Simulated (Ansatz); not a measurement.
Computed with Ansatz on PBE0-D4/def2-TZVP structures; ΔE is electronic, products minus reactants. CCSD(T)/CBS is the MP2 limit (def2-TZVPP, def2-QZVPP) plus CCSD(T) − MP2 in def2-TZVPP, frozen cores. Functionals use def2-TZVPP. B3LYP here is the variant with VWN-RPA as its local correlation; programs differ in this. One conformer a species, not always the lowest.

Reaction (ligand exchange at the Si–C bond): `[AlH2][O]C[SiH2][SiH3]` + `O[SiH2]O` → `O[SiH2]O[SiH2][SiH3]` + `C[O][AlH2]`

**Question.** Is it downhill or uphill in electronic energy at CCSD(T)/CBS, and by how much? (An estimate is asked.)

**Answer.** Ansatz gave: Downhill: ΔE = -1.17 eV.

**Question.** What do these levels give: PBE0-D4, B3LYP-D4, ωB97X-V, ωB97M-V, B2PLYP, r2SCAN, B3LYP, MP2/def2-TZVPP, MP2/def2-QZVPP, SCS-MP2/def2-QZVPP, MP2/CBS(def2), CCSD/CBS(def2)? (Estimate.)

**Answer.** Computed: PBE0-D4 -1.09, B3LYP-D4 -1.20, ωB97X-V -1.17, ωB97M-V -1.15, B2PLYP -1.20, r2SCAN -1.15, B3LYP -1.19, MP2/def2-TZVPP -1.19, MP2/def2-QZVPP -1.20, SCS-MP2/def2-QZVPP -1.24, MP2/CBS(def2) -1.19, CCSD/CBS(def2) -1.21 eV.

Largest T1 diagnostic among the species: 0.014.

In def2-TZVPP, CCSD(T) changes the Hartree–Fock value by +0.25 eV (the triples alone add +0.04 eV) and MP2 by +0.23 eV. From PBE to PBE0 (25 % exact exchange), in def2-TZVPP and without D4, ΔE moves by −0.08 eV.
